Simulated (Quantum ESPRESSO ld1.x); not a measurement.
Question: The antimony ion Sb3+, 48 electrons, occupied as [Kr] 4d10 5s2. All-electron calculation, Dirac Kohn-Sham, LDA (Slater exchange, Hedin-Lundqvist correlation), spin-unpolarised, spherical densities, point nucleus. Program: ld1.x of Quantum ESPRESSO 7.5. Some entries of the table are withheld. Estimate them.

orbital  occ.  eigenvalue (eV)  <r^2> (bohr^2)
1s1/2       2         -30280.0        0.001096
2s1/2       2         -4632.49         0.01770
2p1/2       2         -4338.10             (1)
2p3/2       4         -4086.63             (2)
3s1/2       2              (3)             (4)
3p1/2       2         -811.139          0.1199
3p3/2       4         -764.750          0.1284
3d3/2       4         -551.096          0.1094
3d5/2       6         -541.444          0.1118
4s1/2       2         -178.026          0.7071
4p1/2       2         -137.178          0.7899
4p3/2       4         -128.487          0.8468
4d3/2       4         -63.7292             (5)
4d5/2       6         -62.4614             (6)
5s1/2       2         -39.4711           4.541

Answer: 
(1) 2p1/2 <r^2> (bohr^2): 0.01312
(2) 2p3/2 <r^2> (bohr^2): 0.01442
(3) 3s1/2 eigenvalue (eV): -931.664
(4) 3s1/2 <r^2> (bohr^2): 0.1252
(5) 4d3/2 <r^2> (bohr^2): 1.211
(6) 4d5/2 <r^2> (bohr^2): 1.241
